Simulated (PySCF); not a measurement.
C₄H₈ClGeN.
Atom-mapped SMILES: `[CH3:1][C:2]#[C:3][Ge@@:4]([CH3:5])([NH2:6])[Cl:7]` (hydrogens: H8, H9, H10 on C1; H11, H12, H13 on C5; H14, H15 on N6)

Structure used (PBE0-D3(BJ)/def2-SVP), in Å, numbered top down from 1:
```
atom  x, y, z in Å
C1     3.302   -0.290    0.087
C2     1.877   -0.072   -0.074
C3     0.680    0.115   -0.217
Ge4   -1.190    0.399   -0.375
C5    -2.170   -1.252   -0.189
N6    -1.848    1.664    0.767
Cl7   -1.525    1.226   -2.352
H8     3.870    0.622   -0.155
H9     3.545   -0.574    1.123
H10    3.656   -1.095   -0.576
H11   -1.996   -1.681    0.809
H12   -1.836   -1.974   -0.947
H13   -3.244   -1.058   -0.317
H14   -1.704    1.436    1.748
H15   -1.470    2.592    0.596
```

Linear response at PBE0/def2-SVPD (PySCF, frozen core in the response, non-relativistic). The structure is a single PBE0-D3(BJ)/def2-SVP conformer in the gas phase; no vibrational or solvent corrections. Relativistic effects, spin–orbit coupling among them, are left out although an element past zinc is present.

Static isotropic polarisability: 100.96 au (14.96 Å³), principal values 84.4, 90.3, 128.1 au.

What is the polarisability at 1064 nm and at the sodium D line?

101.98 au at 1064 nm (+1.0 %), 104.43 au at 589.3 nm (+3.4 %). The rise at 589.3 nm is 3.38 times that at 1064 nm; a pure ω² law gives 3.26. The lowest singlet lies at 214 nm, shorter than both wavelengths.

What is the isotropic C6 coefficient between two such molecules, C6 = (3/π)∫α(iω)² dω?

3795 au (Eh·bohr⁶) by a ten-point quadrature over imaginary frequencies, which is 2270 eV·Å⁶ or 219 J·nm⁶/mol.

Which effective excitation energy ω̄ makes London's formula C6 = (3/4)α²ω̄ exact here?

ω̄ = 4·C6/(3α²) = 0.496 Eh = 13.5 eV. A one-pole form α(ω) = α/(1 − ω²/ω̄²) fitted to the 1064 nm value gives 11.6 eV.

The lowest 6 singlets have (eV, f): 5.78, 0.002; 6.08, 0.008; 6.17, 0.013; 6.49, 0.051; 6.57, 0.032; 6.98, 0.028. What share of the static polarisability do they carry in the sum over states α = Σ f/ω²?

2.33 au, 2.3 % of α; the largest term, 0.90 au, is that of the state at 6.49 eV. Their oscillator strengths add up to 0.13. Higher states carry the rest.

What n − 1 at the D line would an ideal gas of it have at 273.15 K and 1 atm (2.6868 × 10¹⁹ cm⁻³), by n − 1 = 2π·N·α′?

26.12 × 10⁻⁴, a formal value whether or not that pressure can be reached.

How anisotropic is the static polarisability, by Δα² = ½[(α1 − α2)² + (α2 − α3)² + (α3 − α1)²]?

Δα = 41.1 au, or 0.41 of the isotropic value.

What three-body coefficient follows from the one-pole estimate C9 = (3/4)·α·C6?

287000 au. This is an estimate from the two numbers above, not a computed integral.

Cost: about 2.6 min of CPU time on one thread (grids of density and orbitals included); the machine was shared, so the figure is rough. This is the whole response run at PBE0/def2-SVPD, SCF included.
